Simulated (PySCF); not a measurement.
## Electron affinity of Ge by level of theory

Ge⁻ [Ar] 3d10 4s2 4p3 (4S) → Ge [Ar] 3d10 4s2 4p2 (3P), as a difference of total energies. All numbers are calculated (PySCF 2.14, the spin-free X2C one-electron Hamiltonian (Gaussian nucleus), in aug-cc-pVDZ-DK (6s5p3d, 36 functions)). Correlated levels: valence: [Ar] 3d10 frozen. The calculations carry no spin-orbit coupling.

```tsv
method	electron affinity (eV)
UHF	0.846
MP2 (valence)	1.235
SCS-MP2 (valence)	1.084
CCSD (valence)	1.210
CCSD(T) (valence)	1.235
CCSDT (valence)	1.241
```

Task: How much does correlation contribute at CCSD(T) (valence)?

Result: 1.235 − (0.846) = 0.389 eV, measured against UHF.

A first-order spin-orbit estimate (lowest level to lowest level, LS coupling) adds -0.101 eV.

Errors of the correlated levels include the incompleteness of this basis and the frozen core.

For comparison: 1.233 eV (measured; photodetachment measurements, as compiled on the Wikipedia data page of electron affinities).
